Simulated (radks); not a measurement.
Results of a calculation; reference values are marked as such.
Spherical quantum dot in the effective-mass picture: electrons in a parabolic well V = omega^2 r^2 / 2 with omega = 0.111, with a point charge +2 (a donor) at the centre, all in effective atomic units (hartree* = m*/eps^2 hartree, bohr* = eps/m* bohr), one dielectric constant everywhere. Level of theory: non-relativistic Kohn-Sham, LDA (Slater exchange, Perdew-Wang correlation), spin-polarised, spherical densities (a radial shooting solver with Libxc functionals). Levels are named by radial order and angular momentum (1s, 1p, 1d, 2s, ...), and open shells are averaged over m. Results are scaled to m* = 0.056 and eps = 4.5, for which hartree* = 75.25 meV and bohr* = 4.252 nm.

N = 14, configuration 1s2 1p6 1d(up 4, down 0) 2s2. This is the lowest configuration that the search found. Occupied and some empty levels:

| level | occupation | eigenvalue (meV) | <r> (nm) |
|---|---|---|---|
| 1s down | 1 | 90.623 | 4.121 |
| 1s up | 1 | 90.653 | 4.122 |
| 2s up | 1 | 126.17 | 29.39 |
| 2s down | 1 | 127.24 | 28.90 |
| 1p up | 3 | 127.95 | 31.04 |
| 1p down | 3 | 129.06 | 30.69 |
| 1d up | 4 | 131.17 | 34.37 |
| 1d down | 0 | 132.36 | 34.44 |
| 1f up | 0 | 134.96 | 36.82 |
| 1f down | 0 | 136.13 | 37.07 |
| 2p up | 0 | 137.14 | 30.11 |
| 2p down | 0 | 137.79 | 30.19 |
| 1g up | 0 | 139.25 | 38.93 |
| 1g down | 0 | 140.37 | 39.26 |

Energy (meV): total 717.177, kinetic 269.49, external -432.25, Hartree 1071.6, exchange-correlation -191.66.
